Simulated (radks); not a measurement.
Coulomb parameter of the 4d shell of the zirconium ion Zr+ in the model configuration [Kr] 4d1.5 5s1.5, as a second difference U = [E(n + 0.5) + E(n - 0.5) - 2 E(n)] / (0.5)^2 with all orbitals relaxed. "Bare": the charge of the atom changes with n. "Screened": the 5s shell takes up the change at fixed total charge, which measures U(4d,4d) + U(5s,5s) - 2 U(4d,5s). All-electron calculation, Dirac Kohn-Sham, BLYP, spin-unpolarised, spherical densities, finite nucleus; open shells are shared between the two j in proportion to 2j + 1; Fermi nuclear charge, rms radius 4.2694 fm. Program: a radial shooting solver on a logarithmic mesh with Libxc functionals.

case              configuration  E - E(n) (eV)
start          [Kr] 4d1.5 5s1.5          0.000
bare +0.5        [Kr] 4d2 5s1.5         -4.318
bare -0.5        [Kr] 4d1 5s1.5          6.614
screened +0.5      [Kr] 4d2 5s1         -0.081
screened -0.5      [Kr] 4d1 5s2          0.347

U(bare) = 9.186 eV, U(screened by 5s) = 1.066 eV.
